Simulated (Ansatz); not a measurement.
AlFH₄O₄Si, SMILES `O[Si](O)(O)[O][AlH][F]`. The species carries charge 0 and has multiplicity 1. Geometry: relaxed with PBE0-D4/def2-TZVP. It is one conformer, not always the lowest.

```xyz
11

O    -1.782    0.641   -0.160
Si   -0.653   -0.496    0.182
O    -0.450   -0.691    1.787
O    -1.072   -1.985   -0.324
O     0.681    0.026   -0.570
Al    2.012    1.033   -0.697
F     2.356    2.039    0.560
H    -2.676    0.456    0.132
H    -0.353    0.105    2.310
H    -0.994   -2.160   -1.261
H     2.932    1.032   -1.959
```

(1) What is the dipole moment at r2SCAN/def2-TZVPP? (Estimate.)

(2) And with PBE, B3LYP, ωB97M-V? (Estimate.)

(3) Give the Mulliken charges with r2SCAN, PBE, B3LYP in def2-TZVPP. (Best estimate.)

Results:

(1) Ansatz gave: 1.48 D, with components (-0.74, 0.32, -1.24) D in this frame, pointing from negative to positive charge.

(2) Ansatz gave: PBE 1.46 D, B3LYP 1.53 D, ωB97M-V 1.51 D.

(3) The calculation gave: 
```
atom  r2SCAN    PBE  B3LYP
  O1   -0.41  -0.35  -0.39
 Si2    0.74   0.55   0.72
  O3   -0.40  -0.34  -0.38
  O4   -0.40  -0.34  -0.38
  O5   -0.36  -0.24  -0.32
 Al6    0.70   0.57   0.67
  F7   -0.36  -0.32  -0.36
  H8    0.21   0.19   0.19
  H9    0.20   0.19   0.19
 H10    0.20   0.19   0.19
 H11   -0.12  -0.09  -0.11
```

B3LYP here is the variant with VWN-RPA as its local correlation; programs differ in this.
